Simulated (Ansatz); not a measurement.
Consider the cleavage of the Si–Ga bond: `[NH2][GaH][SiH2]O` + `N#CN` → `N#CN[SiH2]O` + `[NH2][GaH2]`.

Computed with Ansatz on PBE0-D4/def2-TZVP structures; ΔE is electronic, products minus reactants. CCSD(T)/CBS adds triple-zeta CCSD(T) − MP2 to the extrapolated MP2 energy (def2 sets, frozen cores). This one scheme is used for every species. DFT in def2-TZVPP. For Ga outer-core shells are correlated without core-valence functions, which leaves a few kJ/mol of doubt a bond. Scalar relativity is left out up to krypton. One conformer a species, not always the lowest.

```tsv
level	ΔE (kJ/mol)	difference from CCSD(T)/CBS
r2SCAN-D4	-63.4	1.8
PBE0-D4	-54.8	10.4
ωB97X-V	-65.8	-0.6
ωB97M-V	-68.7	-3.5
B2PLYP	-68.3	-3.1
PBE	-48.6	16.6
PBE0	-54.7	10.5
HF/def2-TZVPP	-80.1	-14.9
MP2/def2-TZVPP	-74.5	-9.3
CCSD/def2-TZVPP	-68.3	-3.1
CCSD(T)/def2-TZVPP	-67.3	-2.1
MP2/def2-QZVPP	-74.0	-8.8
SCS-MP2/def2-QZVPP	-74.7	-9.5
HF/CBS(def2)	-82.4	-17.2
MP2/CBS(def2)	-72.4	-7.2
CCSD/CBS(def2)	-66.2	-1.0
CCSD(T)/CBS	-65.2	0
```

Largest T1 diagnostic among the species: 0.014.

From PBE to PBE0 (25 % exact exchange), in def2-TZVPP and without D4, ΔE moves by −6.0 kJ/mol. In def2-TZVPP, CCSD(T) changes the Hartree–Fock value by +12.7 kJ/mol (the triples alone add +0.9 kJ/mol) and MP2 by +5.6 kJ/mol.
